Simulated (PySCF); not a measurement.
Rubidium: highly charged ions in a basis for the neutral atom

Rb¹⁸⁺ [Ar] 3d1, Rb¹⁹⁺ [Ar]. All numbers are calculated (PySCF 2.14, the spin-free X2C one-electron Hamiltonian (Gaussian nucleus), in jorge-DZP-DKH (8s6p2d, 36 functions)). No spin-orbit coupling, so a gap to NIST mixes the basis error with missing relativistic terms.

Changed run: basis of the neutral atom used for a highly charged ion. This setting is unsound on purpose.

```tsv
species	method	sound run (hartree)	changed run (hartree)	converged
Rb¹⁸⁺	UHF	not run	-2802.19367	yes
Rb¹⁸⁺	PBE	not run	-2802.95347	yes
Rb¹⁸⁺	BP86	not run	-2803.61947	yes
Rb¹⁹⁺	UHF	not run	-2776.84595	yes
Rb¹⁹⁺	PBE	not run	-2777.54394	yes
Rb¹⁹⁺	BP86	not run	-2778.20348	yes
```

Ionisation energy of Rb¹⁸⁺:

```csv
method,changed run (eV),NIST (eV)
UHF,689.75,706 ± 2.2
PBE,691.43,706 ± 2.2
BP86,691.60,706 ± 2.2
```

The contracted functions were made for the neutral atom and can be too rigid for a highly charged ion.
